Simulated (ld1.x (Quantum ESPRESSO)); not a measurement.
As (Z = 33), ultrasoft: configuration errors across variants

arsenic (As), ultrasoft, made with ld1.x (Quantum ESPRESSO) 7.5 (PBE, scalar-relativistic). Core [Ar] 3d10, reference 4s2 4p1.5 (charge +1.5). Waves: 4s (bound): rcut 1.60, rcutus 1.85 bohr; 4s channel at -1.35 Ry: rcut 1.60, rcutus 1.85 bohr; 4p (bound): rcut 2.00, rcutus 2.25 bohr; 4p channel at 1.1 Ry: rcut 2.00, rcutus 2.25 bohr. Local part: all-electron potential smoothed inside 1.65 bohr (lloc = -1). Core correction: a·sin(br)/r model core, default radius (core density twice the valence density). Augmentation charge: PSQ, radius 1.20 bohr.

All-electron excitation energies from the reference (eV): (1) 4s2 4p3 -16.941; (2) 4s2 4p2 -7.792; (3) 4s2 4p1 10.126; (4) 4s1 4p0 88.476; (5) 4s1 4p4 -7.524; (6) 4s2 4p2.5 -13.386; (7) 4s0 4p5 2.115.

2 further variants failed, have other tests or too few solved ones, and are left out.

A true bound ghost makes a file unfit for plane-wave use even where its test errors are small: the radial tests pick states by their node count and pass the ghost by.

Errors AE − PS in meV (a dash: test not solved or not reliable):

| change | (1) | (2) | (3) | (4) | (5) | (6) | (7) | bound ghosts |
| --- | --- | --- | --- | --- | --- | --- | --- | --- |
| base | -8.1 | -1.1 | -5.4 | -312 | +1.2 | -4.7 | -2.0 | d |
| waves 4s (bound): rcut 1.50, rcutus 1.60 bohr; 4s channel at -1.35 Ry: rcut 1.50, rcutus 1.60 bohr | -8.0 | -1.1 | -5.4 | -317 | +1.4 | -4.7 | -2.1 | d |
| waves 4s (bound): rcut 1.60, rcutus 1.70 bohr; 4s channel at -1.35 Ry: rcut 1.60, rcutus 1.70 bohr | -8.0 | -1.1 | -5.4 | -315 | +1.3 | -4.7 | -2.1 | d |
| waves 4s (bound): rcut 1.60, rcutus 1.92 bohr; 4s channel at -1.35 Ry: rcut 1.60, rcutus 1.92 bohr | -8.1 | -1.1 | -5.4 | -309 | +1.1 | -4.7 | -2.0 | d |
| waves 4s (bound): rcut 1.60, rcutus 2.12 bohr; 4s channel at -1.35 Ry: rcut 1.60, rcutus 2.12 bohr | -8.1 | -1.1 | -5.3 | -300 | +1.0 | -4.7 | -2.0 | d |
| waves 4s (bound): rcut 1.60, rcutus 2.24 bohr; 4s channel at -1.35 Ry: rcut 1.60, rcutus 2.24 bohr | -8.0 | -1.1 | -5.3 | -292 | +1.0 | -4.7 | -2.0 | d |
| waves 4s (bound): rcut 1.60, rcutus 2.40 bohr; 4s channel at -1.35 Ry: rcut 1.60, rcutus 2.40 bohr | -7.9 | -1.0 | -5.1 | -274 | +1.0 | -4.5 | -2.0 | d |
| waves 4s (bound): rcut 1.60, rcutus 2.80 bohr; 4s channel at -1.35 Ry: rcut 1.60, rcutus 2.80 bohr | -7.7 | -1.0 | -5.1 | -278 | +0.8 | -4.5 | -1.9 | d |

(1) Give the same row for: waves 4s (bound): rcut 1.60, rcutus 2.58 bohr; 4s channel at -1.35 Ry: rcut 1.60, rcutus 2.58 bohr.

Answers

(1) -6.1, -0.5, -3.9, -173, +0.9, -3.2, -2.0; bound ghosts: d.
